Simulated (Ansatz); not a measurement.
How methods differ on SnSe (SMILES [Se][Sn])

SnSe: 2 atoms, total charge 0, spin state singlet. As SMILES, `[Se][Sn]`. Geometry: relaxed at PBE0-D4/def2-TZVP.

| atom | x (Å) | y (Å) | z (Å) |
| --- | --- | --- | --- |
| Se | 0.0000 | 0.0000 | 0.0065 |
| Sn | 0.0000 | 0.0000 | 2.3318 |

Quantity: the energy change with the Se1–Sn2 bond stretched from 2.325 to 5.813 Å, in eV. The values are calculated.

```
                      level                    kind  program  value (eV)  less FCI/STO-3G  CPU time (all runs)
     HF/STO-3G (restricted)            Hartree–Fock   Ansatz        8.10            +2.51                2.7 s
    PBE/STO-3G (restricted)                     GGA   Ansatz        8.32            +2.73                 21 s
 revPBE/STO-3G (restricted)                     GGA   Ansatz        8.15            +2.56                 21 s
  BHLYP/STO-3G (restricted)           global hybrid   Ansatz        9.11            +3.52                 12 s
  wB97X/STO-3G (restricted)  range-separated hybrid   Ansatz        9.27            +3.68                 41 s
RPA@PBE/STO-3G (restricted)                     RPA   Ansatz        3.67            -1.92                 28 s
BCCD(T)/STO-3G (restricted)   coupled cluster or CI   Ansatz        8.59            +3.00                6.8 s
   CCSD/STO-3G (restricted)   coupled cluster or CI   Ansatz        8.35            +2.76                6.3 s
                 FCI/STO-3G      exact in the basis   Ansatz        5.59             0.00                 26 s
```

FCI/STO-3G is exact within its basis and frozen core, so for wave-function methods in that basis the difference is their error; functionals converge differently with the basis, so for them it is only a difference. Spin-restricted single references rise too steeply as a bond breaks. All-electron rows without a relativistic Hamiltonian named are non-relativistic. The first shape isn't each level's own minimum. The values span 3.67 to 9.27 eV. All rows use very small basis sets, so even the best lies far from the true value. In the correlated wave-function rows the outer d shell of Se, Sn is correlated, in sets not made for it. Times are those of the runs behind each value, whatever else they computed, on shared processors of several kinds: orders of magnitude only.
